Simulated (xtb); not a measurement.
OPb, SMILES [O]=[Pb] (connectivity only; charge and spin as stated), neutral, multiplicity 1. All values are semi-empirical tight-binding results from xtb (GFN2-xTB unless named), good for trends rather than for accurate numbers. Geometry optimised at GFN2-xTB.

Optimised geometry:

Bonds (Å): Pb1–O2 1.920.

For metal compounds this method's bond lengths and energies can be far off.

The point group as xtb finds it is C∞v and the orbital gap comes out as 3.12 eV.

Computed atomic charges and the Wiberg bond orders between heavy atoms:
charges (e) Pb1 0.63, O2 -0.63. Bond orders Pb1–O2 2.11.
